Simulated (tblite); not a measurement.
Compound: C7H11FOS.
Atom-mapped SMILES: `[CH3:1][CH2:2][CH2:3][C:4]1=[CH:5][CH2:6][C@@H:7]([F:8])[S@@:9]1=[O:10]` (hydrogens: H11, H12, H13 on C1; H14, H15 on C2; H16, H17 on C3; H18 on C5; H19, H20 on C6; H21 on C7)

Geometry (GFN2-xTB, Å), atoms numbered from 1 in this order:
```
atom  x, y, z in Å
C1    -3.3437   -0.0345    0.4656
C2    -1.8736    0.3619    0.4226
C3    -1.0418   -0.6543   -0.3677
C4     0.3970   -0.2877   -0.3556
C5     1.2009    0.0319   -1.3536
C6     2.6284    0.3408   -1.0262
C7     2.7226    0.5106    0.4816
F8     2.6447    1.8378    0.8233
S9     1.2342   -0.3297    1.2669
O10    1.6192   -1.7289    1.4624
H11   -3.4634   -1.0016    0.9487
H12   -3.7542   -0.1005   -0.5397
H13   -3.9189    0.7013    1.0219
H14   -1.7710    1.3464   -0.0395
H15   -1.4823    0.4265    1.4404
H16   -1.1501   -1.6388    0.0966
H17   -1.4054   -0.7163   -1.3961
H18    0.8870    0.0615   -2.3866
H19    3.2746   -0.4750   -1.3605
H20    2.9568    1.2588   -1.5202
H21    3.6302    0.1065    0.9360
```

Level: GFN2-xTB in tblite, geometry and Hessian alike; calculated harmonic values, unscaled, isolated species. Against measured fundamentals such values can be off by several per cent, at times by over 20. One conformer, not necessarily the lowest.

Harmonic wavenumbers (cm⁻¹): 32.7, 48.6, 71.1, 106.1, 175.7, 195.8, 232.2, 245.2, 292.4, 305.8, 357.9, 403.4, 486.5, 574.7, 613.9, 637.9, 733.8, 785.3, 796.8, 890.2, 895.2, 937.3, 971.1, 1038.2, 1047.2, 1083.1, 1091.3, 1105.3, 1115.5, 1132.3, 1159.3, 1159.9, 1212.0, 1238.1, 1265.2, 1269.0, 1282.6, 1291.4, 1351.3, 1416.5, 1434.7, 1462.9, 1491.4, 1501.5, 1503.6, 1725.5, 2955.9, 2958.2, 2967.5, 2970.1, 2977.0, 2977.4, 2985.3, 3033.7, 3038.1, 3044.7, 3071.8.

A = 1883, B = 699.6, C = 656.2 MHz; mass 162.051 u (most abundant isotopes); point group C1, symmetry number 1.

Question: What is the zero-point energy?

Answer: Half the sum of the wavenumbers: 36574 cm⁻¹ = 104.57 kcal/mol.

Question: Give the ideal-gas entropy at 298.15 K and 1 bar in the rigid-rotor, harmonic-oscillator model (classical rotation).

Answer: Translation 41.18, rotation 30.30, vibration 35.17: S = 106.7 cal/(mol K).

Question: And Cp and H(298.15 K) − H(0)?

Answer: Cp = 41.97 cal/(mol K), of which vibrations give 34.02 (their classical limit is 57 R = 113.3); H(298.15 K) − H(0) = 7.65 kcal/mol without the zero-point energy, 5.28 from vibrations.

Question: Which modes carry the vibrational entropy at 298.15 K?

Answer: 32.7 cm⁻¹: 5.66; 48.6 cm⁻¹: 4.87; 71.1 cm⁻¹: 4.12; 106.1 cm⁻¹: 3.34; 175.7 cm⁻¹: 2.37; 195.8 cm⁻¹: 2.17 cal/(mol K); the other 51 give 12.63 together.

Question: Blend soft modes into free rotors: weight 1/[1 + (100 cm⁻¹/ν̃)⁴] for the oscillator and the rest for a rotor with moment μB/(μ + B), μ = h/(8π²ν), B = 10⁻⁴⁴ kg m². What vibrational entropy results?

Answer: 31.30 cal/(mol K) in place of 35.17, which changes −T·S at 298.15 K by +1.15 kcal/mol.

Question: What must be added to the electronic energy to get the Gibbs energy at 298.15 K and 1 bar?

Answer: ZPE + [H(298.15 K) − H(0)] − T·S = 104.57 + 7.65 − 31.80 = 80.42 kcal/mol.

Question: How do the functions run with temperature in this model?

Answer: 
```json
{"T (K)": "50", "S (cal/(mol K))": "62.4", "Cp (cal/(mol K))": "14.7", "H − H(0) (kcal/mol)": "0.56", "G − H(0) (kcal/mol)": "-2.56", "ln q(vib)": "0.98"}
{"T (K)": "100", "S (cal/(mol K))": "74.5", "Cp (cal/(mol K))": "20.9", "H − H(0) (kcal/mol)": "1.45", "G − H(0) (kcal/mol)": "-6.00", "ln q(vib)": "2.61"}
{"T (K)": "373.15", "S (cal/(mol K))": "117.0", "Cp (cal/(mol K))": "50.4", "H − H(0) (kcal/mol)": "11.11", "G − H(0) (kcal/mol)": "-32.54", "ln q(vib)": "11.02"}
{"T (K)": "500", "S (cal/(mol K))": "133.5", "Cp (cal/(mol K))": "62.9", "H − H(0) (kcal/mol)": "18.32", "G − H(0) (kcal/mol)": "-48.44", "ln q(vib)": "14.72"}
{"T (K)": "750", "S (cal/(mol K))": "162.6", "Cp (cal/(mol K))": "80.4", "H − H(0) (kcal/mol)": "36.41", "G − H(0) (kcal/mol)": "-85.56", "ln q(vib)": "21.75"}
{"T (K)": "1000", "S (cal/(mol K))": "187.4", "Cp (cal/(mol K))": "91.6", "H − H(0) (kcal/mol)": "58.01", "G − H(0) (kcal/mol)": "-129.40", "ln q(vib)": "28.30"}
```

q(vib) and H(0) count from the zero-point level.

Hindered rotation and anharmonicity are outside this model. Other conformers, if any are populated, would add a mixing term that is left out. The structure is chiral; the term R ln 2 for an equal mix with its mirror image is left out.

The run took 1.3 s wall on one thread, Intel Xeon at 2.70 GHz (x86_64), on a shared host. The figure is for the frequency step alone.
